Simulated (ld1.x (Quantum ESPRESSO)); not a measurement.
**Pseudopotential generation for rhodium (Rh): PAW, PBE, scalar-relativistic.**

rhodium, PAW, made with ld1.x (Quantum ESPRESSO) 7.5 (PBE, scalar-relativistic). Core [Kr], reference 4d8.5 5s0.5 5p0. Waves: 5s (bound): rcut 2.75, rcutus 3.05 bohr; 5s channel at 0.5 Ry: rcut 2.75, rcutus 3.05 bohr; 5p (bound, empty): rcut 2.30, rcutus 3.05 bohr; 5p channel at 5 Ry: rcut 2.30, rcutus 3.05 bohr; 4d (bound): rcut 1.70, rcutus 2.00 bohr; 4d channel at 0.05 Ry: rcut 1.70, rcutus 2.00 bohr. Local part: all-electron potential smoothed inside 1.55 bohr (lloc = -1). Core correction: Bessel-smoothed model core inside 1.55 bohr. Augmentation charge: PSQ, inside the norm-conserving radii.

All-electron outer shells of the reference configuration (PBE, scalar-relativistic, ld1.x):

```csv
shell,level (eV),outermost node (bohr),outermost maximum (bohr)
4s,-80.87,0.47,0.88
4p,-48.86,0.47,0.94
4d,-4.71,0.46,1.15
5s,-3.82,1.19,2.70
5p,-0.63,1.36,4.18
```

Task: Does the generator finish with these settings?

Result: Yes, a potential is produced and its reference levels are reproduced.

Task: Estimate the cutoffs (Ry, on a coarse ladder) from which the occupation-weighted sum of valence levels, in a spherical-Bessel basis at the reference potential, stays within 10 and 1 mRy of its value at 400 Ry.

Result: 30 Ry and 45 Ry.

Task: What does a ghost test show?

Result: Ghost states, extra bound levels that the all-electron valence spectrum of the same l lacks: s at -367.1 eV, p at -190.4 eV. A true bound ghost makes a file unfit for plane-wave use.

Task: Is the overlap operator S = 1 + Σ q|β⟩⟨β| positive definite (Bessel basis up to 400 Ry)?

Result: Barely: its lowest eigenvalue is 0.022 (p channel).

Task: Which valence shell sets the plane-wave cutoff?

Result: 4d: its level needs 30 Ry to come within 1 mRy, against 6 Ry for 5s.

Its largest configuration-test error is -104 meV (4d7 5s0 5p0). Test run stopped at test 5 of 7 (negative rho).
